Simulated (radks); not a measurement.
Results of a calculation; reference values are marked as such.
These are the eigenvalues of the occupied orbitals of an atom or ion with whole-number occupations (hartree). Level of theory: Dirac Kohn-Sham, exchange-only PBE, spin-unpolarised, spherical densities, finite nucleus; Fermi nuclear charge, rms radius of each element as measured or else 0.836 A^(1/3) + 0.57 fm (a radial shooting solver on a logarithmic mesh with Libxc functionals).

orbital  eigenvalue
1s1/2     -218.3145
2s1/2     -26.77578
2p1/2     -23.07478
2p3/2     -22.75718
3s1/2      -4.82480
3p1/2      -3.77777
3p3/2      -3.73654
3d3/2      -2.08766

Which element is it, and in what charge state? The configuration may be excited. Open shells, if any, fill j = l - 1/2 first.

Answer. Z = 24, chromium, charge +4: Cr4+ in [Ar] 3d2. The list shows which subshells hold electrons but not how many an open one holds; the 1s level, -218.31 hartree, gives Z - s = 20.9 by -(Z - s)^2/2, which with screening and relativity narrows Z to a few neighbours, and the depths of the outer levels then fix element, charge and occupations together.
